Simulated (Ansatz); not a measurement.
Total energies of Li₃Cl₂ from Ansatz at r2SCAN-D4/def2-TZVP, gas phase (1 Eh = 27.2114 eV = 2625.5 kJ/mol). The reference geometry is relaxed at PBE0-D4/def2-TZVP.

| atom | x (Å) | y (Å) | z (Å) |
| --- | --- | --- | --- |
| Li1 | -0.779 | -1.011 | 1.629 |
| Li2 | -1.767 | -0.014 | -1.076 |
| Li3 | 1.273 | 0.512 | -0.277 |
| Cl4 | -0.033 | 0.932 | -1.971 |
| Cl5 | 1.306 | -0.419 | 1.695 |

```json
{"state": "charge 0 doublet", "geometry": "reference", "energy (Eh)": "-943.12928"}
{"state": "charge 1 singlet", "geometry": "reference", "energy (Eh)": "-942.91270"}
{"state": "charge 0 quartet", "geometry": "relaxed at PBE0-D4/def2-TZVP", "energy (Eh)": "-942.94505"}
{"state": "free Li atom (doublet)", "geometry": "–", "energy (Eh)": "-7.47953"}
{"state": "free Cl atom (doublet)", "geometry": "–", "energy (Eh)": "-460.11688"}
```

Problem. Work out the vertical ionisation energy to the singlet.

Solution. E(charge 1 singlet) − E(charge 0 doublet) = -942.91270 − (-943.12928) = 0.21658 Eh = 5.89 eV. For comparison, −ε of the highest occupied level of the spin that leaves is 3.59 eV at this level, 2.30 eV less.

Problem. Which of the charge 0 states is lowest, and how far above it are the others?

Solution. The doublet. quartet: -942.94505 − (-943.12928) = 0.18423 Eh = 483.7 kJ/mol. The quartet differs in its bonds from the reference.

Problem. What is the binding energy per atom against free atoms?

Solution. Atoms: 3 × (-7.47953) + 2 × (-460.11688) = -942.67235 Eh. Binding: -942.67235 − (-943.12928) = 0.45693 Eh = 12.43 eV, or 2.49 eV for each of 5 atoms (no zero-point energy, no counterpoise term).

The structure comes from a short search, and lower isomers may exist.
